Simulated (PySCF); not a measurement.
Series HO-SiH2-X, proton removed: substituent effects on one reactive site. All species are isolated molecules in the gas phase. One relaxed conformer stands for each flexible species; it need not be the lowest. The site is fixed along the series; a substituent can offer a better one. Strings in code marks are SMILES.

The vertical detachment energy (Delta-SCF) from two functionals at the same geometries (CAM-B3LYP-D3(BJ)/def2-TZVPD), both in PySCF: PBE-D3(BJ)/def2-TZVPD and TPSSh-D3(BJ)/def2-TZVPD. Delta-SCF ions had no search for a lower state. 

```
species                                                              PBE-D3(BJ)/def2-TZVPD (eV)  TPSSh-D3(BJ)/def2-TZVPD (eV)
-------------------------------------------------------------------  --------------------------  ----------------------------
X = chloro, proton removed (`[O-][SiH2]Cl`)                                                4.03                          4.07
X = hydroxy, proton removed (`O[SiH2][O-]` (O–Si–O–H torsion 180°))                        3.44                          3.46
X = germyl, proton removed (`[O-][SiH2][GeH3]`)                                            3.46                          3.46
X = cyanomethyl, proton removed                                                            4.07                          4.10
```

Over these rows, drawn at random from the members with no instability flagged (it was tested for open shells, ions and some series alone), PBE minus TPSSh-D3(BJ): mean -0.02 eV, from -0.04 eV to 0.00 eV.
